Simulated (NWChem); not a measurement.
Program: NWChem. System: H₄SSi₂, charge 0, spin multiplicity 1, at a geometry optimised with B3LYP/def2-SVP. The structure started from a generated list of species. Level: MP2/def2-SVP, 15 core orbitals frozen.

The NWChem input:

```
start mol
memory heap 200 mb stack 800 mb global 1000 mb
geometry units angstroms nocenter noautoz
  Si    -0.602984    -0.940358     0.000000
  S     -1.262082     1.103991     0.000000
  H     -2.600979     0.871190     0.000000
  Si     1.744023    -0.329774     0.000000
  H      2.042906     1.135950     0.000000
  H      2.388423    -0.944578    -1.204182
  H      2.388423    -0.944578     1.204182
  symmetry group Cs
end
basis spherical
  * library def2-svp
end
scf
  rhf
  nopen 0
  maxiter 100
  thresh 1e-7
  semidirect memsize 60000000 filesize 0
end
mp2
  freeze core 15
end
task mp2 energy
```

NWChem printed:

```
             Northwest Computational Chemistry Package (NWChem) 7.3.0
             --------------------------------------------------------

                                NWChem Input Module
                                -------------------

 Scaling coordinates for geometry "geometry" by  1.889725989
 (inverse scale =  0.529177249)

 Turning off AUTOSYM since
 SYMMETRY directive was detected!

                             Geometry "geometry" -> ""
                             -------------------------

 Output coordinates in angstroms (scale by  1.889725989 to convert to a.u.)

  No.       Tag          Charge          X              Y              Z
 ---- ---------------- ---------- -------------- -------------- --------------
    1 Si                  14.0000    -0.60298400    -0.94035800     0.00000000
    2 S                   16.0000    -1.26208200     1.10399100     0.00000000
    3 H                    1.0000    -2.60097900     0.87119000     0.00000000
    4 Si                  14.0000     1.74402300    -0.32977400     0.00000000
    5 H                    1.0000     2.04290600     1.13595000     0.00000000
    6 H                    1.0000     2.38842300    -0.94457800    -1.20418200
    7 H                    1.0000     2.38842300    -0.94457800     1.20418200

 Effective nuclear repulsion energy (a.u.)     173.2206788890

            Nuclear Dipole moment (a.u.)
            ----------------------------
        X                 Y               Z
 ---------------- ---------------- ----------------
     0.0000132281    -0.0000151178     0.0000000000

      Symmetry information
      --------------------

 Group name             Cs
 Group number              2
 Group order               2
 No. of unique centers     6

      Symmetry unique atoms

     1    2    3    4    5    6


 Summary of "ao basis" -> "" (spherical)
 ------------------------------------------------------------------------------
       Tag                 Description            Shells   Functions and Types
 ---------------- ------------------------------  ------  ---------------------
 *                          def2-svp                  on all atoms

 Summary of "ao basis" -> "ao basis" (spherical)
 ------------------------------------------------------------------------------
       Tag                 Description            Shells   Functions and Types
 ---------------- ------------------------------  ------  ---------------------
 Si                         def2-svp                 8       18   4s3p1d
 S                          def2-svp                 8       18   4s3p1d
 H                          def2-svp                 3        5   2s1p

                                 NWChem SCF Module
                                 -----------------

  ao basis        = "ao basis"
  functions       =    74
  atoms           =     7
  closed shells   =    24
  open shells     =     0
  charge          =   0.00
  wavefunction    = RHF
  use symmetry    = T
  symmetry adapt  = T

 Summary of "ao basis" -> "ao basis" (spherical)
 ------------------------------------------------------------------------------
       Tag                 Description            Shells   Functions and Types
 ---------------- ------------------------------  ------  ---------------------
 Si                         def2-svp                 8       18   4s3p1d
 S                          def2-svp                 8       18   4s3p1d
 H                          def2-svp                 3        5   2s1p

      Symmetry analysis of basis
      --------------------------

        a'         52
        a"         22

 Forming initial guess at       0.1s

      Superposition of Atomic Density Guess
      -------------------------------------

 Sum of atomic energies:        -976.82152315

      Non-variational initial energy
      ------------------------------

 Total energy =    -977.434330
 1-e energy   =   -1697.665327
 2-e energy   =     547.010318
 HOMO         =      -0.200628
 LUMO         =      -0.061169

      Symmetry analysis of molecular orbitals - initial
      -------------------------------------------------

  Numbering of irreducible representations:

     1 a'          2 a"

  Orbital symmetries:

     1 a'          2 a'          3 a'          4 a'          5 a'
     6 a'          7 a"          8 a'          9 a'         10 a'
    11 a"         12 a'         13 a'         14 a'         15 a"
    16 a'         17 a'         18 a'         19 a'         20 a"
    21 a'         22 a"         23 a'         24 a'         25 a"
    26 a'         27 a'         28 a'         29 a"         30 a'
    31 a'         32 a'         33 a'         34 a'

 Starting SCF solution at       0.8s

 ----------------------------------------------
         Quadratically convergent ROHF

 Convergence threshold     :          1.000E-07
 Maximum no. of iterations :          100
 Final Fock-matrix accuracy:          1.000E-09
 ----------------------------------------------

              iter       energy          gnorm     gmax       time
             ----- ------------------- --------- --------- --------
                 1     -977.3530444933  5.17D-01  1.21D-01      0.8
                 2     -977.3879060760  1.86D-01  4.52D-02      0.9
                 3     -977.3930568403  1.30D-02  4.56D-03      1.0
                 4     -977.3930929564  1.55D-04  6.95D-05      1.1
                 5     -977.3930929635  9.74D-09  2.62D-09      1.4

       Final RHF  results
       ------------------

         Total SCF energy =   -977.393092963529
      One-electron energy =  -1698.911728668191
      Two-electron energy =    548.297956815617
 Nuclear repulsion energy =    173.220678889045

        Time for solution =      0.6s

       Symmetry analysis of molecular orbitals - final
       -----------------------------------------------

  Numbering of irreducible representations:

     1 a'          2 a"

  Orbital symmetries:

     1 a'          2 a'          3 a'          4 a'          5 a'
     6 a'          7 a"          8 a'          9 a'         10 a"
    11 a'         12 a'         13 a"         14 a'         15 a'
    16 a'         17 a'         18 a'         19 a'         20 a"
    21 a'         22 a'         23 a"         24 a'         25 a"
    26 a'         27 a'         28 a'         29 a"         30 a'
    31 a'         32 a'         33 a'         34 a'

             Final eigenvalues
             -----------------

              1
    1  -91.9357
    2  -68.7878
    3  -68.7504
    4   -8.9711
    5   -6.6584
    6   -6.6571
    7   -6.6561
    8   -6.1590
    9   -6.1241
   10   -4.2650
   11   -4.2642
   12   -4.2626
   13   -4.2339
   14   -4.2339
   15   -4.2338
   16   -0.9779
   17   -0.7315
   18   -0.6204
   19   -0.5335
   20   -0.4825
   21   -0.4784
   22   -0.4184
   23   -0.4026
   24   -0.3196
   25    0.0156
   26    0.1134
   27    0.1641
   28    0.1704
   29    0.1792
   30    0.2076
   31    0.2282
   32    0.3089
   33    0.3869
   34    0.4451

                       ROHF Final Molecular Orbital Analysis
                       -------------------------------------

 Vector   22  Occ=2.000000D+00  E=-4.184463D-01  Symmetry=a'
              MO Center= -1.3D-01, -8.8D-02,  4.5D-15, r^2= 4.1D+00
   Bfn.  Coefficient  Atom+Function         Bfn.  Coefficient  Atom+Function
  ----- ------------  ---------------      ----- ------------  ---------------
    30      0.397391  2 S  py                27      0.290805  2 S  py
     8      0.198011  1 Si px                49     -0.196099  4 Si px
     3      0.188161  1 Si s                 11      0.173810  1 Si px
    52     -0.168294  4 Si px                24      0.164638  2 S  py
     4      0.159885  1 Si s                  9     -0.159186  1 Si py

 Vector   23  Occ=2.000000D+00  E=-4.025752D-01  Symmetry=a"
              MO Center= -1.2D+00,  8.7D-01, -3.8D-15, r^2= 2.0D+00
   Bfn.  Coefficient  Atom+Function         Bfn.  Coefficient  Atom+Function
  ----- ------------  ---------------      ----- ------------  ---------------
    31      0.622717  2 S  pz                28      0.409168  2 S  pz
    25      0.235228  2 S  pz

 Vector   24  Occ=2.000000D+00  E=-3.195812D-01  Symmetry=a'
              MO Center= -4.3D-01, -8.1D-01, -3.2D-15, r^2= 3.7D+00
   Bfn.  Coefficient  Atom+Function         Bfn.  Coefficient  Atom+Function
  ----- ------------  ---------------      ----- ------------  ---------------
     4      0.331682  1 Si s                  3      0.293178  1 Si s
    12     -0.290115  1 Si py                11     -0.265317  1 Si px
     8     -0.231013  1 Si px                 9     -0.225955  1 Si py
    52      0.213589  4 Si px                30      0.209939  2 S  py
    49      0.200948  4 Si px                 2      0.174806  1 Si s

 Vector   25  Occ=0.000000D+00  E= 1.560973D-02  Symmetry=a"
              MO Center= -5.0D-01, -7.5D-01, -7.7D-16, r^2= 3.5D+00
   Bfn.  Coefficient  Atom+Function         Bfn.  Coefficient  Atom+Function
  ----- ------------  ---------------      ----- ------------  ---------------
    13      0.774001  1 Si pz                31     -0.356149  2 S  pz
    10      0.287009  1 Si pz                 7     -0.177589  1 Si pz
    66      0.154089  6 H  s                 71     -0.154089  7 H  s

 Vector   26  Occ=0.000000D+00  E= 1.134323D-01  Symmetry=a'
              MO Center= -2.8D-01, -4.9D-01,  1.8D-15, r^2= 5.7D+00
   Bfn.  Coefficient  Atom+Function         Bfn.  Coefficient  Atom+Function
  ----- ------------  ---------------      ----- ------------  ---------------
    22      0.760742  2 S  s                 11      0.733144  1 Si px
    61      0.594598  5 H  s                 53     -0.551064  4 Si py
    30     -0.499566  2 S  py                12     -0.487912  1 Si py
    38     -0.467363  3 H  s                 52      0.467033  4 Si px
    45     -0.332536  4 Si s                 66     -0.227990  6 H  s

 Vector   27  Occ=0.000000D+00  E= 1.640708D-01  Symmetry=a'
              MO Center= -9.1D-01,  2.3D-01, -5.0D-16, r^2= 6.3D+00
   Bfn.  Coefficient  Atom+Function         Bfn.  Coefficient  Atom+Function
  ----- ------------  ---------------      ----- ------------  ---------------
    38      0.997174  3 H  s                 29      0.870392  2 S  px
    12     -0.734862  1 Si py                52     -0.638318  4 Si px
     4     -0.505427  1 Si s                 61      0.432434  5 H  s
     3     -0.421278  1 Si s                 30     -0.345902  2 S  py
    44     -0.299196  4 Si s                 53     -0.283766  4 Si py

 center of mass
 --------------
 x =  -0.08583389 y =  -0.00243743 z =   0.00000000

 moments of inertia (a.u.)
 ------------------
         262.600563341729         175.954187437112           0.000000000000
         175.954187437112         612.257519482351           0.000000000000
           0.000000000000           0.000000000000         853.983055513237

  Mulliken analysis of the total density
  --------------------------------------

    Atom       Charge   Shell Charges
 -----------   ------   -------------------------------------------------------
    1 Si  14    13.78   2.00  1.99  1.23  0.54  5.94  0.93  1.02  0.13
    2 S   16    16.28   2.00  1.99  1.17  0.68  5.94  1.74  2.70  0.06
    3 H    1     0.91   0.70  0.18  0.03
    4 Si  14    13.66   2.00  1.99  0.96  0.24  5.94  1.25  1.10  0.17
    5 H    1     1.12   0.73  0.37  0.01
    6 H    1     1.13   0.73  0.38  0.01
    7 H    1     1.13   0.73  0.38  0.01

       Multipole analysis of the density wrt the origin
       ------------------------------------------------

     L   x y z        total         open         nuclear
     -   - - -        -----         ----         -------
     0   0 0 0     -0.000000      0.000000     48.000000

     1   1 0 0     -0.361937      0.000000      0.000013
     1   0 1 0     -0.124669      0.000000     -0.000015
     1   0 0 1      0.000000      0.000000      0.000000

     2   2 0 0    -31.739645      0.000000    341.058726
     2   1 1 0     -1.054158      0.000000    -95.933867
     2   1 0 1      0.000000      0.000000      0.000000
     2   0 2 0    -35.190792      0.000000    132.975309
     2   0 1 1     -0.000000      0.000000      0.000000
     2   0 0 2    -31.381987      0.000000     10.356474

                   NWChem MP2 Semi-direct Energy/Gradient Module
                   ---------------------------------------------

  Basis functions       =     74
  Molecular orbitals    =     74
  Frozen core           =     15
  Frozen virtuals       =      0
  Active alpha occupied =      9
  Active beta occupied  =      9
  Active alpha virtual  =     50
  Active beta virtual   =     50
  Use MO symmetry       = T
  Use skeleton AO sym   = T

  AO/Fock/Back tols     =   1.0D-09  1.0D-09  1.0D-09

 GA uses MA = F    GA memory limited = T

 Available:
  local mem=  1.15D+08
 global mem=  1.31D+08
 local disk=  0.00D+00
  mp2_memr nvloc                    50
  nvloc new                    50
   1 passes of   9:        3145728                      22646                   4011922.
   1 passes of   9: M    114684923           G      131061048           F     111539195.

 Semi-direct pass number   1 of   1  for RHF alpha+beta  at        1.5s
  vrange nnbf                  2616
  mp2_eaftype                    15  avail_ma_in_mb                   999
 EAF : mp2_eaftype filesize          15    2005961.
  mp2_eaf for mointskh                     15
Node 0 wrote      9.4 Mb in      0.0 s     Agg I/O rate:  1132.6 Mb/s
 Done moints_semi at        3.1s
  mp2_eaftype                    15  avail_ma_in_mb                   984
 EAF : mp2_eaftype filesize          15    2005961.
  mp2_eaf for kh                    15
 Done maket at        3.2s
 Done multipass loop at        3.2s

          -------------------------------------------
          SCF energy                -977.393092963529
          Correlation energy          -0.314529187566
          Singlet pairs               -0.220773158964
          Triplet pairs               -0.093756028602
          Total MP2 energy          -977.707622151095
          -------------------------------------------

          ---------------------------------------------------
                    Spin Component Scaled (SCS) MP2
          Same spin pairs                     -0.062504019068
          Same spin scaling factor             0.333333333333
          Opposite spin pairs                 -0.252025168498
          Opposite spin scaling fact.          1.200000000000
          SCS-MP2 correlation energy          -0.323264875220
          Total SCS-MP2 energy              -977.716357838749
          ---------------------------------------------------

 -----------------------
 Performance information
 -----------------------

 Timer overhead =  1.96D-07 seconds/call

               Nr. of calls         CPU time (s)                 Wall time (s)                GFlops
             ---------------    -------------------     ------------------------------   -------------------
Name         Min   Avg   Max    Min     Avg     Max     Min     Avg     Max   Mx/calls   Min     Max     Sum
mp2: moin     1     1     1    1.6     1.6     1.6      1.6     1.6     1.6     1.6      0.0     0.0     0.0
mp2: make     1     1     1   0.12    0.12    0.12     0.12    0.12    0.12    0.12      0.0     0.0     0.0
mp2: tota     1     1     1    1.8     1.8     1.8      1.8     1.8     1.8     1.8      0.0     0.0     0.0

 The average no. of pstat calls per process was 3.00D+00
 with a timing overhead of 5.89D-07s

 Task  times  cpu:        3.2s     wall:        3.2s

 Total times  cpu:        3.2s     wall:        3.2s
```
